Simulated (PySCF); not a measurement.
**TcH3: from structure and modes to constants**

Method: PySCF, UPBE0, basis Tc def2-TZVP with ECP28, H def2-TZVP (scalar-relativistic core potentials, no spin–orbit coupling, density fitting).

The quintet minimum has C2v symmetry. Masses (u): Tc 98.90722, H 1.00782.

```xyz
4
charge 0 multiplicity 5, angstrom
Tc    0.0175    0.0000    0.0000
H     1.7343    0.0000    0.0005
H    -1.7265    0.4510   -0.0005
H    -1.7265   -0.4510   -0.0005
```

Harmonic wavenumbers (cm⁻¹): 166.2 (b1, ×1), 609.9 (b2, ×1), 932.2 (a1, ×1), 1670.3 (b2, ×1), 1792.9 (a1, ×1), 2454.5 (a1, ×1).

Q: What is the harmonic zero-point energy?

A: Half the sum of all 6 wavenumbers, 7626/2 = 3813 cm⁻¹, which is 45.6 kJ/mol (1 cm⁻¹ = 0.0119627 kJ/mol).

Q: Find the vibrational entropy and heat capacity at 298.15 K.

A: With u = 1.43878 ω/T, each mode gives S = R[u/(eᵘ−1) − ln(1−e⁻ᵘ)] and C = R u² eᵘ/(eᵘ−1)².
```csv
ω (cm⁻¹),u,S (J/(mol K)),C (J/(mol K))
166.2,0.802,10.37,7.88
609.9,2.943,1.81,4.23
932.2,4.498,0.51,1.91
1670.3,8.060,0.02,0.17
1792.9,8.652,0.01,0.11
2454.5,11.845,0.00,0.01
```
The sums over all modes are S = 12.7 and C = 14.3 J/(mol K); the softest mode gives 81 % of the entropy.

Other isomers or separated fragments may lie lower. Open d and f shells are described by one determinant, and the ground state may have another occupation or spin.
